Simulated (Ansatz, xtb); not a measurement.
# Two isomers of C6H12S

We compare I, `CSC1CCCC1`, a singlet, with II, `SC1CCCCC1`, a singlet. Both are isolated molecules in the gas phase, relaxed with PBE0-D3(BJ)/def2-SVP; each stands in its lowest conformer found.

I (Å):

```xyz
19

C    -2.8503    0.1005   -2.3880
C    -0.1964    0.0162   -1.5716
C     1.2952    0.1153   -1.9053
C     2.0055    0.2492   -0.5418
C     0.8897    0.5080    0.4936
C    -0.3333    0.8997   -0.3346
S    -1.1986    0.4788   -3.0069
H    -3.5519    0.2864   -3.2132
H    -3.1311    0.7433   -1.5406
H    -2.9332   -0.9565   -2.0914
H    -0.4466   -1.0269   -1.3046
H     1.4594    1.0199   -2.5146
H     1.6442   -0.7393   -2.5024
H     2.5765   -0.6575   -0.2913
H     2.7317    1.0757   -0.5627
H     1.1626    1.2718    1.2370
H     0.6724   -0.4152    1.0550
H    -0.2758    1.9554   -0.6505
H    -1.2848    0.7633    0.2009
```

II (Å):

```json
{"atom": "C", "x (Å)": "-0.4787", "y (Å)": "-1.3846", "z (Å)": "0.8750"}
{"atom": "C", "x (Å)": "-0.7786", "y (Å)": "-0.4584", "z (Å)": "-0.2996"}
{"atom": "C", "x (Å)": "-1.2269", "y (Å)": "0.9208", "z (Å)": "0.1775"}
{"atom": "C", "x (Å)": "-0.2109", "y (Å)": "1.5424", "z (Å)": "1.1297"}
{"atom": "C", "x (Å)": "0.0845", "y (Å)": "0.6158", "z (Å)": "2.3042"}
{"atom": "C", "x (Å)": "0.5354", "y (Å)": "-0.7640", "z (Å)": "1.8311"}
{"atom": "S", "x (Å)": "-0.0027", "y (Å)": "-3.0633", "z (Å)": "0.3407"}
{"atom": "H", "x (Å)": "1.1269", "y (Å)": "-2.6925", "z (Å)": "-0.3031"}
{"atom": "H", "x (Å)": "-1.4181", "y (Å)": "-1.5656", "z (Å)": "1.4284"}
{"atom": "H", "x (Å)": "-1.5362", "y (Å)": "-0.9191", "z (Å)": "-0.9520"}
{"atom": "H", "x (Å)": "0.1388", "y (Å)": "-0.3571", "z (Å)": "-0.9085"}
{"atom": "H", "x (Å)": "-2.1995", "y (Å)": "0.8263", "z (Å)": "0.6940"}
{"atom": "H", "x (Å)": "-1.4008", "y (Å)": "1.5797", "z (Å)": "-0.6884"}
{"atom": "H", "x (Å)": "0.7270", "y (Å)": "1.7411", "z (Å)": "0.5798"}
{"atom": "H", "x (Å)": "-0.5706", "y (Å)": "2.5190", "z (Å)": "1.4916"}
{"atom": "H", "x (Å)": "0.8507", "y (Å)": "1.0560", "z (Å)": "2.9625"}
{"atom": "H", "x (Å)": "-0.8265", "y (Å)": "0.5070", "z (Å)": "2.9202"}
{"atom": "H", "x (Å)": "0.7053", "y (Å)": "-1.4404", "z (Å)": "2.6828"}
{"atom": "H", "x (Å)": "1.5035", "y (Å)": "-0.6745", "z (Å)": "1.3046"}
```

**Question.** Which of the two would you expect CCSD(T)/def2-SVP + ΔMP2/def2-TZVPP electronic energies to favour?

**Answer.** Structure II; the calculation gives E(II) − E(I) = −8.2 kcal/mol.

The same difference at several levels:

```csv
level,geometry,E(II) − E(I) (kcal/mol),departure from the last row (kcal/mol),"job, with rough time for the two"
GFN2-xTB,GFN2-xTB,−10.0,−1.8,"optimisation, 0.28 s"
HF/STO-3G,GFN2-xTB,−2.3,+5.9,"single point, 0.5 s"
r2SCAN-D4/def2-SVP,GFN2-xTB,−10.7,−2.6,"single point, 5.6 s"
PBE0-D3(BJ)/def2-SVP,PBE0-D3(BJ)/def2-SVP,−10.5,−2.4,"optimisation, 2.1 min"
HF/def2-SVP,PBE0-D3(BJ)/def2-SVP,−10.6,−2.4,part of the CCSD(T) run
MP2/def2-SVP,PBE0-D3(BJ)/def2-SVP,−11.9,−3.7,part of the CCSD(T) run
CCSD(T)/def2-SVP,PBE0-D3(BJ)/def2-SVP,−12.1,−3.9,single point
CCSD(T)/def2-SVP + ΔMP2/def2-TZVPP,PBE0-D3(BJ)/def2-SVP,−8.2,,"single point, 2.5 min"
```

As drawn, II has 1 C–C, 1 S–H in place of 1 C–S, 1 C–H. Structure I has a 5-membered ring, II a 6-membered ring.

None of the levels shown reverses the order. The largest departure from CCSD(T)/def2-SVP + ΔMP2/def2-TZVPP is that of HF/STO-3G, 5.9 kcal/mol. The last row adds to CCSD(T) the change of the MP2 difference between the two basis sets, here +3.9 kcal/mol, a large step that makes the value less sure.

With thermal terms from frequencies at re-optimised GFN2-xTB minima (ideal gas, soft modes damped towards free rotors, one conformer each, 298.15 K, 1 atm): the zero-point term adds −0.2 kcal/mol; ΔH is −8.9 and ΔG −7.4 kcal/mol.

Tabulated enthalpies of formation at 298 K are −64.7 kJ/mol for I (CRC Handbook of Chemistry and Physics) and −96.2 kJ/mol for II (CRC Handbook of Chemistry and Physics), a difference of −7.5 kcal/mol. Calculated less tabulated ΔH, with the same thermal term: GFN2-xTB −3.2, HF/STO-3G +4.5, r2SCAN-D4/def2-SVP −3.9, PBE0-D3(BJ)/def2-SVP −3.7, HF/def2-SVP −3.8, MP2/def2-SVP −5.1, CCSD(T)/def2-SVP −5.3, CCSD(T)/def2-SVP + ΔMP2/def2-TZVPP −1.4 kcal/mol. Handbook values carry no stated uncertainty.

The correlated steps freeze 11 core orbitals. Programs: Ansatz 0.2.0, xtb 6.7.1; the last row on 4 threads of AMD EPYC 7R13 Processor (Zen 3) on a shared host.
